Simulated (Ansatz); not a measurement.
Reaction (redistribution): `FC[TeH]` + `ClC[SiH2][SnH3]` → `ClC[SiH2][TeH]` + `F[CH2][SnH3]`

Gas-phase electronic energies from Ansatz, PBE0-D4/def2-TZVP geometries. CCSD(T)/CBS adds triple-zeta CCSD(T) − MP2 to the extrapolated MP2 energy (def2 sets, frozen cores). DFT in def2-TZVPP. B3LYP here is the variant with VWN-RPA as its local correlation; programs differ in this. Elements past krypton have def2 core potentials. For Sn, Te outer-core shells are correlated without core-valence functions, which leaves a few kJ/mol of doubt a bond. Each species was taken in one conformer, which may not be the lowest.

```tsv
level	ΔE (kJ/mol)	difference from CCSD(T)/CBS
PBE-D4	-31.6	6.8
r2SCAN-D4	-37.0	1.4
PBE0-D4	-35.7	2.7
B3LYP-D4	-35.4	3.0
ωB97X-V	-38.3	0.1
ωB97M-V	-39.0	-0.6
B2PLYP	-39.5	-1.1
PBE	-32.8	5.6
r2SCAN	-37.3	1.1
PBE0	-36.8	1.6
B3LYP	-37.5	0.9
HF/def2-TZVPP	-47.8	-9.4
MP2/def2-TZVPP	-42.9	-4.5
SCS-MP2/def2-TZVPP	-42.0	-3.6
CCSD/def2-TZVPP	-39.4	-1.0
CCSD(T)/def2-TZVPP	-38.1	0.3
HF/def2-QZVPP	-47.7	-9.3
MP2/def2-QZVPP	-43.1	-4.7
SCS-MP2/def2-QZVPP	-42.4	-4.0
HF/CBS(def2)	-47.6	-9.2
MP2/CBS(def2)	-43.2	-4.8
CCSD/CBS(def2)	-39.7	-1.3
CCSD(T)/CBS	-38.4	0
```

Largest T1 diagnostic among the species: 0.013.

In def2-TZVPP, CCSD(T) changes the Hartree–Fock value by +9.7 kJ/mol (the triples alone add +1.3 kJ/mol) and MP2 by +4.9 kJ/mol. From PBE to PBE0 (25 % exact exchange), in def2-TZVPP and without D4, ΔE moves by −4.0 kJ/mol.
